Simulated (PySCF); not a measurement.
Dipole response of Tc²⁺ (technetium, charge +2)

[Kr] 4d5, high-spin 6S determinant. Calculation: PySCF 2.14, in ANO-RCC-VTZP (7s6p4d2f1g, 68 functions); the spin-free X2C one-electron Hamiltonian (Gaussian nucleus). Coupled (time-dependent) response in atomic units; α is the mean over directions. The basis has no added diffuse functions, which lowers α and C₆.

| method | mean α (bohr³) | C₆ (like pair) | S(−4) |
| --- | --- | --- | --- |
| M06-2X | 8.276 | 44.29 | 22.19 |
| M06 | 8.309 | 44.67 | 23.08 |

S(−4) is the Cauchy moment in α(ω) = α(0) + S(−4) ω² + …

α(iu) at M06:

| u (hartree) | α(iu) (bohr³) |
| --- | --- |
| 0 | 8.309 |
| 0.0500 | 8.252 |
| 0.100 | 8.090 |
| 0.200 | 7.549 |
| 0.300 | 6.895 |
| 0.500 | 5.693 |
| 0.750 | 4.548 |
| 1.00 | 3.687 |
| 1.50 | 2.502 |
| 2.00 | 1.770 |
| 3.00 | 0.9913 |
| 5.00 | 0.4281 |

A single London oscillator, α(iu) = α/(1 + u²/ω²), gives C₆ = (3/4) ω α². Matching the computed C₆ needs ω = 4 × 44.67 / (3 × 8.309²) = 0.863 hartree.

For an ion, C₆ is the dispersion term alone; charge-induced terms of lower order in 1/R come first.
